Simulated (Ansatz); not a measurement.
Two isomers of C3H8Si2: A = `C=C1C[SiH]1[SiH3]`, B = `C#CC([SiH3])[SiH3]`.

Computed with Ansatz on PBE0-D4/def2-TZVP structures; ΔE is electronic, products minus reactants. CBS: MP2 limit from def2 TZ/QZ plus the TZ coupled-cluster correction, frozen cores. DFT in def2-TZVPP. B3LYP here is the variant with VWN-RPA as its local correlation; programs differ in this.

Which isomer does CCSD(T)/CBS put lower? Give the gap. (An estimate is asked.)

Ansatz gave: B, by 19.8 kJ/mol.

Give E(B) − E(A) in kJ/mol with B3LYP-D4, PBE0-D4, CCSD/def2-TZVPP, r2SCAN-D4, HF/def2-TZVPP, B3LYP, ωB97M-V. (Estimate.)

Computed: B3LYP-D4 -13.2, PBE0-D4 12.3, CCSD/def2-TZVPP -24.3, r2SCAN-D4 5.7, HF/def2-TZVPP -48.9, B3LYP -9.5, ωB97M-V -16.8. The order is the other way round with PBE0-D4, r2SCAN-D4.

Largest T1 diagnostic: 0.013.

From PBE to PBE0 (25 % exact exchange), in def2-TZVPP and without D4, E(B) − E(A) moves by −7.5 kJ/mol. In def2-TZVPP, CCSD(T) changes the Hartree–Fock value by +28.7 kJ/mol (the triples alone add +4.1 kJ/mol) and MP2 by +16.7 kJ/mol.
